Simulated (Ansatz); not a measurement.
Ideal-gas functions of CH$_{5}$GaS$_{2}$ (`[CH3][Ga]([SH])[SH]`) at 500 K and 1 bar, from an Ansatz frequency run at PBE0-D4/def2-TZVP.

Molar mass 150.91 g/mol, point group Cs (symmetry number 1), electronic degeneracy 1, moments of inertia 144.605, 233.424, 374.88 u Å². Harmonic wavenumbers (cm⁻¹, unscaled): 39, 114, 130, 140, 235, 291, 374, 420, 588, 657, 703, 718, 765, 1228, 1447, 1448, 2712, 2716, 3060, 3145, 3161.

Use S(trans) = R[1.5 ln M + 2.5 ln T − 1.1517]; rotational temperatures θ = 24.2544 K / I; S(rot) = R[ln(√π/σ · √(T³/θAθBθC)) + 1.5]; for each mode x = 1.438777 ν̃/T, S = R[x/(eˣ − 1) − ln(1 − e⁻ˣ)] and H = RT x/(eˣ − 1); 1 cm⁻¹ = 0.0119627 kJ/mol; R = 8.31446 J/(mol·K).

**Question.** By hand: the entropy, in J/(mol·K).

**Answer.** Translation 182.2. Rotation: θ = 0.1677, 0.1039, 0.0647 K, giving 123.0. Vibration, mode by mode: 26.50, 17.62, 16.54, 15.93, 11.72, 10.03, 8.09, 7.23, 4.87, 4.16, 3.74, 3.62, 3.25, 1.13, 0.68, 0.68, 0.03, 0.03, 0.01, 0.01, 0.01, in all 135.9. Electronic 0.0. Sum 441.1 J/(mol·K).

**Question.** By hand: H − E and G − E in kJ/mol, counted from the electronic energy.

**Answer.** Zero-point energy ½ × 24091 × 0.0119627 = 144.1; thermal vibration 31.9; translation, rotation and pV give 4 RT = 16.6. H − E = 192.6 kJ/mol, and G − E = 192.6 − 500 × 441.1/1000 = -28.0 kJ/mol.

Vibration gives 31 % of the entropy, 76.6 J/(mol·K) of it from the modes under 150 cm⁻¹: soft modes count most, and the harmonic formula is weakest for them. The sum counts one conformer and one mirror image; others add a mixing term.
